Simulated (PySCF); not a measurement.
Bi(Cl)2(SiH3) (BiCl2H3Si), SMILES [SiH3][Bi]([Cl])[Cl]. Atoms are numbered in the order given.

```xyz
7

Bi     0.4943    -0.2231     0.0000
Cl    -1.0259    -0.6662    -1.9234
Cl    -1.0259    -0.6662     1.9234
Si    -0.3341     2.3425     0.0000
H      0.1751     3.0393     1.2202
H     -1.8222     2.2978     0.0000
H      0.1751     3.0393    -1.2202
```

Geometry: r2SCAN-D4/def2-SVP. The structure was generated by enumeration; whether it is a known compound was not checked. The def2 effective core potentials stand for the cores of Bi; spin–orbit coupling is left out.

All values below come from B3LYP/def2-TZVP run with PySCF.

ESP charges are fitted to the potential on shells at 1.4 to 2.0 van der Waals radii. Atomic charges (e):

| atom | Mulliken | Löwdin | ESP fit |
|---|---|---|---|
| Bi1 | (withheld) | 0.31 | 0.47 |
| Cl2 | (withheld) | -0.13 | -0.26 |
| Cl3 | (withheld) | -0.13 | -0.26 |
| Si4 | (withheld) | 0.07 | 0.24 |
| H5 | (withheld) | -0.04 | -0.07 |
| H6 | (withheld) | -0.03 | -0.05 |
| H7 | (withheld) | -0.04 | -0.07 |

Problem. What belongs in the gaps? (An estimate is asked for; the answer gives what the named calculation found.)

Solution. 
- Bi1, Mulliken: 0.73
- Cl2, Mulliken: -0.37
- Cl3, Mulliken: -0.37
- Si4, Mulliken: 0.08
- H5, Mulliken: -0.03
- H6, Mulliken: 0.00
- H7, Mulliken: -0.03
